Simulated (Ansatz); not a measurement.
## Counterpoise correction, worked out

The pair of F⁻ (SMILES [F-], atom 1) and C$_{2}$H$_{6}$ (SMILES CC, atoms 2–9), both closed shells, in one local arrangement (a lower one may exist), relaxed at PBE0-D4/def2-TZVPD:

F1  (-0.563, 0.423, -2.765)
C2  (0.499, -0.637, 0.556)
C3  (-0.366, 0.543, 0.145)
H4  (0.050, -1.578, 0.224)
H5  (1.483, -0.578, 0.079)
H6  (0.657, -0.707, 1.640)
H7  (0.086, 1.488, 0.472)
H8  (-1.356, 0.480, 0.613)
H9  (-0.489, 0.565, -0.964)
(Å)

Program: Ansatz 0.2.0. Basis: def2-TZVPPD. Cores are frozen in the correlated methods.

CCSD(T) total energies in eV:

| system | geometry | basis functions | energy |
| --- | --- | --- | --- |
| pair | pair | all | -4882.70099 |
| F⁻ | as in the pair | all (partner as ghosts) | -2714.27713 |
| C$_{2}$H$_{6}$ | as in the pair | all (partner as ghosts) | -2168.10477 |
| F⁻ | as in the pair | its own | -2714.25079 |
| C$_{2}$H$_{6}$ | as in the pair | its own | -2168.10083 |
| F⁻ | free (PBE0-D4 minimum) | its own | -2714.25079 |
| C$_{2}$H$_{6}$ | free (PBE0-D4 minimum) | its own | -2168.11950 |

Q: Work out the interaction energy with and without the counterpoise correction, the superposition error, and the binding energy from the relaxed fragments.

A: Without correction: -4882.70099 − (-2714.25079) − (-2168.10083) = -0.34937 eV.
With correction (each fragment in the whole basis): -4882.70099 − (-2714.27713) − (-2168.10477) = -0.31909 eV = -7.36 kcal/mol.
The superposition error is the difference, 0.03028 eV, 9 % of the uncorrected value: each fragment borrows its partner's functions.
Deformation from the free shapes: 0.00000 eV for F⁻ and 0.01867 eV for C$_{2}$H$_{6}$.
Binding energy from relaxed fragments: -0.31909 + 0.00000 + 0.01867 = -0.30042 eV = -6.93 kcal/mol (electronic, without zero-point energy; negative means bound). For comparison, the corrected interaction energy by CCSD(T) at an estimated basis limit (MP2 extrapolated from triple and quadruple zeta, plus CCSD(T) − MP2 in triple zeta) is -0.346 eV; triple zeta with the correction binds less.

No T1 diagnostic of these runs exceeds 0.023.

For scale, one of the runs: CCSD(T)/def2-TZVPPD, 216 basis functions, launched by `ansatz run in.yaml --threads 4 --pin off --events-out ev --progress --plain --max-ram 9574MiB`. Hardware: 4 CPU threads of an Arm Neoverse V2, shared host. Wall time 33 s; peak host memory 3.4 GiB.
